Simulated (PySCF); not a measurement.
CH2N, SMILES C=[N], multiplicity 2.

Coordinates come from a B3LYP-D3(BJ)/def2-TZVPD optimisation. The isomer is the one that the SMILES or the coordinates give; other isomers of the formula were not compared.

Two levels are set side by side: PBE/def2-TZVPD (PySCF) and CAM-B3LYP/def2-TZVPD (PySCF). Same geometry, gas phase. Differences are taken from unrounded values.

```tsv
quantity	PBE
α-spin orbital gap (eV)	4.36
β-spin orbital gap (eV)	4.65
dipole moment (D)	2.47
mean polarisability (bohr³)	20.9
```

Task: These are the PBE values. What does CAM-B3LYP give? (Estimate from the structure and the level; the computed values follow.)

Result: 
```json
[
 {"quantity": "α-spin orbital gap (eV)", "CAM-B3LYP": "9.78", "PBE minus CAM-B3LYP": "-5.41"},
 {"quantity": "β-spin orbital gap (eV)", "CAM-B3LYP": "9.99", "PBE minus CAM-B3LYP": "-5.34"},
 {"quantity": "dipole moment (D)", "CAM-B3LYP": "2.55", "PBE minus CAM-B3LYP": "-0.09"},
 {"quantity": "mean polarisability (bohr³)", "CAM-B3LYP": "20.2", "PBE minus CAM-B3LYP": "0.7"}
]
```

PBE's more diffuse valence density responds more strongly to a field. Differences between two approximate levels are no errors against the true value.

Rough cost on one machine, each run with all the roots and properties that it gave: CAM-B3LYP against PBE within a factor of 2.
